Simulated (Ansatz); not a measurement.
**Ligand exchange: GaH2Cl + C2H8OSi2 → GaH2(OH) + C2H7ClSi2**

Species: GaH2Cl `[Cl][GaH2]`, singlet; C2H8OSi2 `C=C[SiH2][SiH2]O`, singlet; GaH2(OH), singlet; C2H7ClSi2 `C=C[SiH2][SiH2]Cl`, singlet. The partners trade Cl for OH: Ga–Cl and Si–OH bonds give way to Ga–OH and Si–Cl.

Shapes, held fixed at every level: PBE0-D4/def2-TZVP. Flexible molecules stand in one conformer, not always the lowest. Programs: Ansatz 0.2.0. The zero-point and thermal change to 298 K, harmonic and unscaled (PBE0-D4/def2-TZVP), is -0.2 kJ/mol.

| level | kind | ΔH(298 K) (kJ/mol) | less CCSD(T)/def2-TZVPP |
| --- | --- | --- | --- |
| HF/def2-SVP | Hartree–Fock | +55.5 | +13.0 |
| PBE0-D4/def2-TZVPP | global hybrid | +43.3 | +0.8 |
| wB97X-V/def2-TZVPP | range-separated hybrid | +43.2 | +0.7 |
| B2PLYP/def2-TZVPP | double hybrid | +43.8 | +1.3 |
| MP2/def2-TZVPP | perturbation theory | +39.4 | -3.1 |
| CCSD/def2-TZVPP | coupled cluster or CI | +45.2 | +2.7 |
| CCSD(T)/def2-TZVPP | coupled cluster or CI | +42.5 | 0.0 |

The highest level, CCSD(T)/def2-TZVPP, gives ΔH(298 K) = +42.5 kJ/mol; the levels span +39.4 to +55.5. The column of differences is taken from that level and isn't an error. No measured value is set beside it here. Relativity is left out for Ga. Outer-core shells of Ga are correlated in most correlated rows, in sets that cover them unevenly.
